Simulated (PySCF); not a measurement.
Compound: C₅H₁₁BO₃.
SMILES: `OB([C@H]1C[C@@H](C1)OC)O`

Torsions of this conformer, `[CH3:1][O:2][C@H:3]1[CH2:4][C@H:5]([B:6]([OH:7])[OH:8])[CH2:9]1`: C1–O2–C3–C4 -179°, C4–C5–B6–O7 -115°, H–O7–B6–C5 180°, H–O8–B6–C5 -1°.

The closed-shell ground state was solved at several levels (PySCF, density fitting, gas phase, non-relativistic). Isolated species at its PBE0-D3(BJ)/def2-SVP geometry (one conformer only).

```csv
level,basis functions,total energy (Eh),HOMO (eV),LUMO (eV),gap (eV),dipole (D)
KT2/pcSseg-1,208,-454.8838,-5.77,-0.03,5.74,0.74
CAM-B3LYP/def2-SVPD,277,-447.2567,-8.68,0.57,9.25,0.76
```

(1) Estimate the row for PBE0/pcSseg-1, a basis of 208 functions; the other rows only guide the guess.

(2) Over all these levels, which gives the widest orbital gap and which the narrowest?

(3) How far do the dipole and the HOMO energy spread over the levels?

Answers

(1) Total energy -447.1959 Eh, HOMO -7.14 eV, LUMO 0.97 eV, gap 8.11 eV, dipole 0.77 D.

(2) CAM-B3LYP/def2-SVPD (range-separated hybrid) has the widest, 9.25 eV, and KT2/pcSseg-1 (GGA) the narrowest, 5.74 eV. Functional and basis both differ between the two, so the spread mixes both effects.

(3) The dipole runs from 0.74 to 0.77 D (mean 0.76 D) and the HOMO from -8.68 to -5.77 eV.
